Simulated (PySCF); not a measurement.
Stepwise substitution at one centre (Ge F-Cl). Isolated molecules, 0 K electronic values unless said otherwise. Strings in code marks are SMILES.

Method: PBE-D3(BJ)/def2-TZVP // B3LYP-D3(BJ)/def2-TZVP (PySCF). All candidates: neutral, multiplicity 1. Delta-SCF ions had no search for a lower state. Excitations are Tamm–Dancoff values on a coarser integration grid. The basis has no diffuse functions, so Rydberg states are missing or too high.

```
Item                                       Value
--------------------------------------  --------
HOMO–LUMO gap                            6.02 eV
vertical ionisation energy (Delta-SCF)  12.77 eV
S1 excitation (TDA)                      6.25 eV
```

Q: Name which member has these values.
(A) `[F][Ge]([F])([Cl])[Cl]`
(B) `[F][Ge]([F])([F])[Cl]`
(C) `[F][Ge]([Cl])([Cl])[Cl]`

A: B, `[F][Ge]([F])([F])[Cl]`. The others give `[F][Ge]([F])([Cl])[Cl]`: 5.49 eV, 11.85 eV, 5.72 eV; `[F][Ge]([Cl])([Cl])[Cl]`: 5.06 eV, 11.25 eV, 5.24 eV
